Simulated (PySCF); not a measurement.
Computed with TPSSh-D3(BJ)/def2-TZVP // PBE-D3(BJ)/def2-SVP run with PySCF. All species are isolated molecules in the gas phase. 

Reference species: [Nb(Cl)5] (neutral, multiplicity 1).

The mean distance from the central atom to its bonded neighbours is 2.308 Å, the coordination number is 5 and the charge on the central atom (Mulliken) comes out as 1.26 e. The HOMO is -8.51 eV.

After one change: the mean distance from the central atom to its bonded neighbours falls by 0.092 Å; the coordination number is nearly the same; the charge on the central atom (Mulliken) rises by 0.20 e; the HOMO falls by 0.18 eV.

Problem. Which change was made? The new species is one of these.
(A) [Nb(Cl)2(F)3]
(B) [Nb(Cl)3(F)2]
(C) [Nb(Cl)(F)4]
(D) [Nb(Cl)4(F)]

Solution. D, [Nb(Cl)4(F)]
